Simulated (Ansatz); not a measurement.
Molecule: sum formula SiAsH₄, charge -1, multiplicity 1. It need not be the lowest isomer of its formula. Whether it binds its extra electron was not tested at this geometry. 
Structure (B3LYP-D3(BJ)/def2-TZVP (Ansatz, a quantum-chemistry and plane-wave program) minimum search):
```
Si
H 1 1.5046
H 1 1.5128 2 102.58
H 1 1.5128 2 102.58 3 -103.55
As 1 2.3006 2 109.28 4 -128.22
H 5 1.5421 1 91.68 2 180.00
```
Charge -1, spin multiplicity 1.

Basis-set convergence of Hartree-Fock and CCSD(T) correlation energies (hartree) with Ansatz. Correlated levels leave the core frozen unless marked. Spin-orbit coupling is left out. The frozen core is the preceding noble-gas configuration, with the filled d and f shells of earlier blocks. Non-relativistic.

```csv
basis,functions,E(HF),"E(corr, CCSD(T))"
def2-SVPD,94,-2525.10133,-0.29080
def2-TZVPPD,170,(withheld),(withheld)
```

**Question.** Complete the blanks.

**Answer.** 
- def2-TZVPPD, E(HF): -2525.48480
- def2-TZVPPD, E(corr, CCSD(T)): -0.34183
